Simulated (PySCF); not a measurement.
SMILES F[SiH](F)[CH2][Ge]([Cl])([Cl])[Cl] (CH3Cl3F2GeSi), PBE0/def2-SVP optimised geometry.

```
11

Si    -0.30     0.23     0.00
F     -0.81    -0.44     1.37
F     -0.84     1.75     0.00
C     -1.10    -0.68    -1.41
Ge    -0.19    -0.56    -3.11
Cl     0.60     1.42    -3.39
Cl    -1.49    -1.00    -4.75
Cl     1.46    -1.93    -3.16
H      1.17     0.23     0.00
H     -2.13    -0.30    -1.56
H     -1.17    -1.75    -1.17
```

Density from PySCF 2.14.0 with PBE0/def2-TZVP at that geometry.

Minimum of the electron density along straight lines between bonded atoms, close to the bond critical point (lines longer than 1.1 times the sum of covalent radii, or with two minima, are not listed):

```
bond     length / Å  ρ at the minimum / e bohr⁻³  ∇²ρ there / e bohr⁻⁵  position (fraction from the first atom)
-------  ----------  ---------------------------  --------------------  ---------------------------------------
Si1–F2        1.614                        0.135                  0.93                                     0.42
Si1–F3        1.611                        0.136                  0.94                                     0.42
Si1–C4        1.863                        0.124                  0.18                                     0.39
C4–Ge5        1.930                        0.133                  0.07                                     0.52
Ge5–Cl6       2.144                        0.108                  0.17                                     0.43
Ge5–Cl7       2.140                        0.109                  0.17                                     0.43
Ge5–Cl8       2.142                        0.109                  0.17                                     0.43
Si1–H9        1.476                        0.130                  0.12                                     0.49
C4–H10        1.103                        0.265                 -0.86                                     0.65
C4–H11        1.103                        0.265                 -0.86                                     0.65
```
